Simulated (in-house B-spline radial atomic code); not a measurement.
Settings and results of a run for Ne⁶⁺ (an excited or competing configuration). Level of theory: non-relativistic Hartree-Fock, average of configuration, point nucleus; calculated with a radial B-spline atomic code at the basis-set limit.

Command:
```bash
python run_scf.py task.json out
```
Settings:
```
Z                10
configuration    [He] 3d2
hamiltonian      nr
method           hf
spin_polarised   False
```

Output (hartree, bohr):
```
 radial grid: 40 intervals, B-splines of order 8, outer radius 10.2985 bohr

 iter        energy (Eh)    residual
    1        -99.3712749    6.42e-01
    2       -100.3221453    2.29e-02
    3       -100.3228490    1.20e-02
    4       -100.3230342    6.27e-03
    5       -100.3231006    2.70e-04
    6       -100.3231007    1.16e-06
    7       -100.3231007    6.69e-08

 total energy                     -100.323101
 kinetic                            100.32309
 electron-nucleus                  -210.69739
 electron-electron                   10.05120

 orbital      occ     eigenvalue          <r>       <r^2>       <1/r>       r_max
 1s         2.000      -42.22241     0.155881   0.0325629     9.68688      0.1026
 3d         2.000       -2.91354      1.38469     2.20347    0.847991       1.174
```

Run time, properties included: 0.04 s on 1 thread of Arm Neoverse V1, on a shared host.
